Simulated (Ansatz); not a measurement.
System: C2H5Al, charge 0, singlet. C2H5Al (SMILES C=[CH][AlH2]).
B3LYP-D3(BJ)/def2-TZVP minimum from Ansatz (an electronic-structure program):
```xyz
8

Al    -0.0706     0.1727     1.1670
H     -0.8470     1.5488     1.2497
H      0.3892    -0.5867     2.4760
C      0.2915    -0.5400    -0.6010
C     -0.1053     0.1165    -1.6977
H      0.8191    -1.4794    -0.7607
H      0.0777    -0.2483    -2.7056
H     -0.6384     1.0616    -1.6376
```

Total energies in hartree (Ansatz). Open shells are spin-unrestricted; no spin-orbit coupling. Correlated methods leave the cores frozen. No relativity. For partners of very few electrons the exact lower level stands in for a higher one.

```tsv
species	HF/cc-pV(T+d)Z	CCSD(T)/cc-pV(T+d)Z	HF/cc-pV(Q+d)Z	CCSD(T)/cc-pV(Q+d)Z	CCSD(T)/cc-pV(D+d)Z	CCSDT(Q)/cc-pV(D+d)Z
1: C2H5Al (SMILES C=[CH][AlH2])	-320.56554	-321.02776	-320.57321	-321.05733	-320.92283	-320.92454
2: Al (doublet)	-241.87908	-241.93131	-241.88044	-241.93374	-241.92191	-241.92229
3: H (doublet)	-0.49981	-0.49981	-0.49995	-0.49995	-0.49928	-0.49928
4: C (triplet)	-37.69157	-37.78076	-37.69331	-37.78654	-37.76038	-37.76071
```

**Question.** Work out the atomisation energy (electronic, to ground-state atoms) in kcal/mol: take Hartree-Fock from cc-pV(Q+d)Z, extrapolate the CCSD(T) correlation energy as X^-3 (X = 3, 4), and add CCSDT(Q) - CCSD(T) in cc-pV(D+d)Z. 1 hartree = 627.51 kcal/mol.

**Answer.** 
Species 1: correlation (64·(-0.48412) - 27·(-0.46222))/37 = -0.50010; step -0.00171; E1 = -320.57321 + (-0.50010) + (-0.00171) = -321.07502
Species 2: correlation (64·(-0.05330) - 27·(-0.05223))/37 = -0.05408; step -0.00038; E2 = -241.88044 + (-0.05408) + (-0.00038) = -241.93490
Species 3: correlation (64·(0.00000) - 27·(0.00000))/37 = 0.00000; step +0.00000; E3 = -0.49995 + (0.00000) + (+0.00000) = -0.49995
Species 4: correlation (64·(-0.09323) - 27·(-0.08919))/37 = -0.09618; step -0.00033; E4 = -37.69331 + (-0.09618) + (-0.00033) = -37.78982
-1·E1 +1·E2 +5·E3 +2·E4 = 1.06073 hartree = 665.6 kcal/mol.
